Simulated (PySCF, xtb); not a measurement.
GeFI, SMILES [F][Ge][I] (connectivity only; charge and spin as stated), neutral, multiplicity 1.

GFN2-xTB in xtb at its own geometry gives an orbital gap of 3.69 eV and a dipole moment of 6.82 D.

Geometry: B3LYP-D3(BJ)/def2-TZVP. The def2 effective core potentials stand for the cores of I; spin–orbit coupling is left out.

Question: What does HF/def2-TZVPD in PySCF give? (The exact figures need the calculation; the answer reports its results.)

Answer: gap 9.77 eV (levels -9.99 and -0.22 eV), dipole 2.41 D.
